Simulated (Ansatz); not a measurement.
Start from `C[NH][Ga]([F])[Cl]` and change one atom or group to get `[F][Ga]([F])[Cl]`.

Ansatz, PBE0-D4/def2-TZVP geometries, multiplicity 1. Each molecule was computed in one conformer, which needn't be the lowest.

Scalar relativity is left out up to krypton.

```tsv
property	`C[NH][Ga]([F])[Cl]`
HOMO–LUMO gap (PBE0/def2-TZVPP) / eV	6.40
LUMO energy (PBE/def2-TZVPP) / eV	-1.94
HOMO–LUMO gap (PBE/def2-TZVPP) / eV	4.09
LUMO energy (ωB97M-V/def2-TZVPP) / eV	0.91
size of the dipole moment (PBE/def2-TZVPP) / D	3.01
HOMO energy (PBE/def2-TZVPP) / eV	-6.03
```

**Question.** What does the change do to each property? (Estimate.)

**Answer.** Ansatz gave: 
| property | `[F][Ga]([F])[Cl]` | shift |
| --- | --- | --- |
| HOMO–LUMO gap (PBE0/def2-TZVPP) / eV | 7.95 | 1.55 |
| LUMO energy (PBE/def2-TZVPP) / eV | -3.13 | -1.19 |
| HOMO–LUMO gap (PBE/def2-TZVPP) / eV | 5.45 | 1.36 |
| LUMO energy (ωB97M-V/def2-TZVPP) / eV | -0.16 | -1.07 |
| size of the dipole moment (PBE/def2-TZVPP) / D | 0.95 | -2.06 |
| HOMO energy (PBE/def2-TZVPP) / eV | -8.58 | -2.55 |

With PBE0 the HOMO falls by 2.72 eV and the LUMO falls by 1.17 eV, so the gap widens by about 1.55 eV. PBE moves the HOMO by -2.55 eV and ωB97M-V by -2.69 eV. The zero-point energy changes by -136.9 kJ/mol with -15 modes. Dipoles are sizes alone; their direction can turn.

Positive LUMOs are unbound, so they and the gaps depend on the basis.
